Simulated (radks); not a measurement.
Question: The mean radii <r> (bohr) of the occupied orbitals of an atom or ion are listed with their occupations. All-electron calculation, non-relativistic Kohn-Sham, LDA (Slater exchange, Perdew-Wang correlation), spin-polarised, spherical densities, point nucleus. Program: a radial shooting solver on a logarithmic mesh with Libxc functionals.

orbital  occ.      <r>
1s up       1  0.08636
1s down     1  0.08622
2s up       1   0.3991
2s down     1   0.4014
2p up       3   0.3534
2p down     1   0.3567
3s up       1    1.117
3s down     1    1.135
3p up       2    1.138
4s up       1    2.485
4s down     1    2.537

Name the element and its charge. Open shells, if any, are filled with parallel spins first.

Answer: Z = 18, argon, charge +4: Ar4+ in [He] 2s2 2p4 3s2 3p2 4s2. The 1s radius gives Z: for a bare nucleus <r> = 1.5/Z, 0.08333 bohr for Z = 18, and screening makes it slightly larger (0.08636 here). The occupations add up to 14, and the charge is Z minus that.
